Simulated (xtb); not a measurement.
xtb input (GFN2-xTB):

```bash
xtb mol.xyz --gfn 2 --ohess tight --chrg -1 --uhf 0
```
mol.xyz:
```
5

N     -1.83766868    -1.23214416    -0.02346399
B     -0.72907344    -0.44338597     0.01267662
Br    -0.62357927     1.58869557     0.06696948
Br     1.15834417    -1.27658598    -0.03787098
H     -2.64317511    -0.63389628    -0.00211248
```

End of the output:

```
   ------------------------------------------------------------------------

         :::::::::::::::::::::::::::::::::::::::::::::::::::::
         ::                  THERMODYNAMIC                  ::
         :::::::::::::::::::::::::::::::::::::::::::::::::::::
         :: total free energy         -13.169371045639 Eh   ::
         ::.................................................::
         :: total energy              -13.157070334782 Eh   ::
         :: zero point energy           0.018746946205 Eh   ::
         :: G(RRHO) w/o ZPVE           -0.031047657062 Eh   ::
         :: G(RRHO) contrib.           -0.012300710858 Eh   ::
         :::::::::::::::::::::::::::::::::::::::::::::::::::::

optimized geometry written to: xtbopt.xyz

           -------------------------------------------------
          | TOTAL ENERGY              -13.157070334782 Eh   |
          | TOTAL ENTHALPY            -13.132222209656 Eh   |
          | TOTAL FREE ENERGY         -13.169371045639 Eh   |
          | GRADIENT NORM               0.000714440025 Eh/α |
          | HOMO-LUMO GAP               5.431479754452 eV   |
           -------------------------------------------------

------------------------------------------------------------------------
------------------------------------------------------------------------
 total:
 SCF:
 ANC optimizer:
 analytical hessian:
Note: The following floating-point exceptions are signalling: IEEE_DENORMAL
normal termination of xtb
```

It need not be the lowest isomer of its formula. Whether it binds its extra electron was not tested at this geometry.
